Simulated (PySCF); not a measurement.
Structure problem from calculated spectra and properties.

Formula: C6H8O4.

| Item | Value |
| --- | --- |
| Dipole | 2.59 D [CAM-B3LYP/def2-SVPD] |
| Polarisability | 81.0 au [CAM-B3LYP/def2-SVPD] |
| Triplet | lowest triplet excitation (Tamm–Dancoff): 5.09 eV [TDA CAM-B3LYP/def2-SVPD] |
| NMR, other nuclei | isotropic shieldings of nuclei other than C and H, by class: -114 (2 O), 111 (2 O) ppm [GIAO PBE0/pcSseg-1] |
| 13C NMR | chemical shifts (computed TMS as zero) by class: 169.0 (2 C), 73.2 (2 C), 18.5 (2 C) ppm [GIAO PBE0/pcSseg-1] |
| Valence photoelectron | vertical ionisation energy: 10.66 eV [ΔSCF CAM-B3LYP/def2-SVPD] |
| Rotational structure | rotational constants A, B, C: 2.048, 1.252, 0.902 GHz [PBE0-D3(BJ)/def2-SVP] |

The electronic properties come from PySCF, for the isolated species, density fitting. Levels stand in brackets. The structure is a single PBE0-D3(BJ)/def2-SVP conformer in the gas phase; no vibrational or solvent corrections. NMR values are class means; diastereotopic atoms form classes of their own.

**Question.** What is the compound? Reason from the data.

**Answer.** Numbering: `[CH3:1][C@@H:2]1[O:3][C:4](=[O:5])[C@@H:6]([CH3:7])[O:8][C:9]1=[O:10]`. Its formula, C6H8O4, gives 3 degrees of unsaturation: 1 ring and 2 π bonds in the structure found. 6 carbons fall into 3 classes; from least to most shielded: ester carbonyl carbon [C4/C9] (169.0 ppm, 2 C), ring sp3 carbon bound to oxygen [C2/C6] (73.2 ppm, 2 C, up to 3.1 ppm apart in this geometry), methyl carbon [C1/C7] (18.5 ppm, 2 C). The other shieldings belong to: -114 ppm, ester carbonyl oxygen [O5/O10]; 111 ppm, ester single-bonded oxygen [O3/O8]. The first electron is taken from the HOMO, whose largest Löwdin shares are 0.32 on an ester carbonyl oxygen, 0.14 on an ester carbonyl oxygen, 0.12 on an ester single-bonded oxygen and 0.10 on an ester single-bonded oxygen. The optimised geometry has point group C1 and is an asymmetric top. Structure: (3R,6S)-3,6-dimethyl-1,4-dioxane-2,5-dione (`C[C@@H]1OC(=O)[C@@H](C)OC1=O`). Computed isomers that give other values at the same levels: `COC(=O)C(=O)OC1CC1` (vertical ionisation energy: 10.26 eV). The assignments are read from this structure; whether some other isomer fits the data as well wasn't checked.
